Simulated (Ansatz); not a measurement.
The molecule LiO, multiplicity 2 (the spin of the measured ground state).

D_e counts from the fitted minimum to each atom's lowest state at the same level, without counterpoise.

Correlated levels freeze the inner cores; with def2 sets outer-core shells near the valence are correlated too.

The values were computed with Ansatz (Gaussian basis) for Hartree–Fock, density functionals and correlated methods. 

```json
[
 {"level": "SVWN5/def2-TZVPP", "bond energy D_e (kJ/mol)": "408.9"},
 {"level": "B97M-V/def2-TZVPP", "bond energy D_e (kJ/mol)": "351.4"},
 {"level": "B3LYP/def2-TZVPP", "bond energy D_e (kJ/mol)": "353.0"},
 {"level": "PBE0/def2-TZVPP", "bond energy D_e (kJ/mol)": "331.8"},
 {"level": "BHLYP/def2-TZVPP", "bond energy D_e (kJ/mol)": "321.2"},
 {"level": "wB97X-V/def2-TZVPP", "bond energy D_e (kJ/mol)": "348.0"},
 {"level": "CCSD/aug-cc-pVTZ", "bond energy D_e (kJ/mol)": "328.9"},
 {"level": "CCSD/def2-TZVPP", "bond energy D_e (kJ/mol)": "?"},
 {"level": "CCSD(T)/def2-QZVPP", "bond energy D_e (kJ/mol)": "343.8"}
]
```

Question: Some entries are withheld; supply them.

Answer: 
- CCSD/def2-TZVPP, bond energy D_e (kJ/mol): 314.3

Ansatz is a first-principles code.
